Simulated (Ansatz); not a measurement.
Cartesian coordinates in Å:
```
F 1.868 -0.055 1.802
B 0.818 -0.284 1.017
Si -1.048 -0.264 1.862
Al 1.074 -0.569 -1.114
As 0.888 1.344 -2.614
H -1.866 -1.350 1.247
H -1.694 1.027 1.482
H -1.092 -0.404 3.344
H 1.362 -1.992 -1.768
H -0.096 0.583 -3.493
H -0.214 1.963 -1.765
```

Total charge 0; spin multiplicity 1.

(1) List the B3LYP/def2-TZVPP orbital energies in eV (the Gaussian-basis code of Ansatz). (Estimate.)

## Answers

(1) Computed: Occupied: -11587.84, -1798.69, -1524.62, -1464.74, -1309.30, -1309.28, -1309.26, -672.34, -189.91, -185.43, -143.29, -137.09, -137.03, -136.97, -112.60, -98.60, -98.60, -98.58, -73.35, -73.16, -73.11, -44.28, -44.25, -44.20, -44.16, -44.14, -33.48, -17.03, -15.75, -14.71, -13.08, -12.98, -11.37, -10.27, -9.80, -9.67, -9.44, -8.51, -7.29, -6.45. Lowest empty: -2.33, -2.08, -0.07, 0.03, 0.33, 0.54, 1.07, 1.13.

B3LYP here is the variant with VWN-RPA as its local correlation; programs differ in this.
